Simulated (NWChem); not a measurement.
System meant: C3H4F2; SMILES FC1(F)CC1

NWChem input:

```
start job
memory heap 200 mb stack 900 mb global 1100 mb
geometry units angstroms noautoz
  F      0.000000    -1.094890     0.948008
  C      0.000000     0.000000     0.177510
  F      0.000000     1.094890     0.948008
  C     -0.767073     0.000000    -1.080959
  C      0.767073     0.000000    -1.080959
  H     -1.274766     0.925784    -1.362629
  H     -1.274766    -0.925784    -1.362629
  H      1.274766     0.925784    -1.362629
  H      1.274766    -0.925784    -1.362629
end
basis spherical
  F library def2-svp
  C library def2-svp
  H library def2-svp
end
dft
  odft
  mult 2
  xc b3lyp
  iterations 150
  mulliken
end
task dft energy
```

End of the output:

```
 ==============================================================================
                                 internuclear angles
 ------------------------------------------------------------------------------
        center 1       |       center 2       |       center 3       |  degrees
 ------------------------------------------------------------------------------
    1 F                |   2 C                |   3 F                |   109.73
    1 F                |   2 C                |   4 C                |   119.43
    1 F                |   2 C                |   5 C                |   119.43
    3 F                |   2 C                |   4 C                |   119.43
    3 F                |   2 C                |   5 C                |   119.43
    4 C                |   2 C                |   5 C                |    62.73
    4 C                |   2 C                |   5 C                |    62.73
    2 C                |   4 C                |   6 H                |   117.51
    2 C                |   4 C                |   7 H                |   117.51
    5 C                |   4 C                |   6 H                |   117.68
    5 C                |   4 C                |   7 H                |   117.68
    6 H                |   4 C                |   7 H                |   115.81
    5 C                |   2 C                |   4 C                |    62.73
    2 C                |   5 C                |   8 H                |   117.51
    2 C                |   5 C                |   9 H                |   117.51
    4 C                |   5 C                |   8 H                |   117.68
    4 C                |   5 C                |   9 H                |   117.68
    8 H                |   5 C                |   9 H                |   115.81
 ------------------------------------------------------------------------------
                            number of included internuclear angles:         18
 ==============================================================================

 Summary of "ao basis" -> "" (spherical)
 ------------------------------------------------------------------------------
       Tag                 Description            Shells   Functions and Types
 ---------------- ------------------------------  ------  ---------------------
 F                          def2-svp                 6       14   3s2p1d
 C                          def2-svp                 6       14   3s2p1d
 H                          def2-svp                 3        5   2s1p

                                 NWChem DFT Module
                                 -----------------

 Summary of "ao basis" -> "ao basis" (spherical)
 ------------------------------------------------------------------------------
       Tag                 Description            Shells   Functions and Types
 ---------------- ------------------------------  ------  ---------------------
 F                          def2-svp                 6       14   3s2p1d
 C                          def2-svp                 6       14   3s2p1d
 H                          def2-svp                 3        5   2s1p

      Symmetry analysis of basis
      --------------------------

        a1         32
        a2         14
        b1         22
        b2         22

  number of electrons :                   40
  multiplicity        :                    2
 ------------------------------------------------------------------------
  no. of electrons and multiplicity not compatible                  40
 ------------------------------------------------------------------------
 ------------------------------------------------------------------------
  current input line :
    26: task dft energy
 ------------------------------------------------------------------------
 ------------------------------------------------------------------------
 There is an error in the input file
 ------------------------------------------------------------------------
 For more information see the NWChem manual at https://nwchemgit.github.io

0: no. of electrons and multiplicity not compatible:Received an Error in Communication
```

What is wrong, and how is it mended?

The program refused the input. Cause: the multiplicity doesn't fit the number of electrons (an even count wants an odd multiplicity, and the reverse). This input runs:
```
start job
memory heap 200 mb stack 900 mb global 1100 mb
geometry units angstroms noautoz
  F      0.000000    -1.094890     0.948008
  C      0.000000     0.000000     0.177510
  F      0.000000     1.094890     0.948008
  C     -0.767073     0.000000    -1.080959
  C      0.767073     0.000000    -1.080959
  H     -1.274766     0.925784    -1.362629
  H     -1.274766    -0.925784    -1.362629
  H      1.274766     0.925784    -1.362629
  H      1.274766    -0.925784    -1.362629
end
basis spherical
  * library def2-svp
end
dft
  xc b3lyp
  iterations 150
  mulliken
end
task dft energy
```
It converges to -316.12959 Ha (B3LYP/def2-SVP).
